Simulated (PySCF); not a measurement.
H3ISn. Atoms are numbered in the order given.

```xyz
5

Sn     0.0000     0.0000     1.3415
I      0.0000     0.0000    -1.3698
H      1.4122     0.8153     1.8416
H     -1.4122     0.8153     1.8416
H      0.0000    -1.6306     1.8416
```

Geometry: B3LYP-D3(BJ)/def2-TZVP. The def2 effective core potentials stand for the cores of I, Sn; spin–orbit coupling is left out.

Computed with PBE0/def2-TZVPD (PySCF).

Isolated molecule, no solvent.

Computed frontier levels, gap, dipole moment and polarisability:
The highest occupied level comes out as -7.53 eV. The lowest empty level comes out as -1.54 eV and the orbital gap comes out as 5.99 eV. The dipole moment comes out as 2.04 D, the quadrupole, principal values (traceless, Buckingham form, about the centre of nuclear charge) is -1.66, -1.66, 3.33 D·Å and the mean static polarisability is 79.9 bohr³ (11.84 Å³). The polarisability, principal values comes out as 69.2, 69.2, 101.3 bohr³.
